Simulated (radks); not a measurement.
Question: The mean radii <r> (bohr) of the occupied orbitals of an atom or ion are listed with their occupations. Method: scalar-relativistic Kohn-Sham, LDA (Slater exchange, VWN5 correlation), spin-polarised, spherical densities, point nucleus; computed with a radial shooting solver on a logarithmic mesh with Libxc functionals.

orbital  occ.      <r>
1s up       1  0.02152
1s down     1  0.02152
2s up       1  0.09156
2s down     1  0.09156
2p up       3  0.08091
2p down     3  0.08091
3s up       1   0.2397
3s down     1   0.2395
3p up       3   0.2384
3p down     3   0.2382
3d up       5   0.2167
3d down     5   0.2165
4s up       1   0.5413
4s down     1   0.5414
4p up       3   0.5732
4p down     3   0.5734
4d up       5   0.6216
4d down     5   0.6224
5s up       1    1.275
5s down     1    1.290
5p up       3    1.456
5p down     2    1.481
4f up       7   0.8031
4f down     1   0.8242

Name the element and its charge. Open shells, if any, are filled with parallel spins first.

Answer: Z = 65, terbium, charge +4: Tb4+ in [Kr] 4d10 4f8 5s2 5p5. The 1s radius gives Z: for a bare nucleus <r> = (2 gamma + 1)/(2Z) with gamma = sqrt(1 - (Z/c)^2), 0.02124 bohr for Z = 65, and screening makes it slightly larger (0.02152 here). The occupations add up to 61, and the charge is Z minus that.
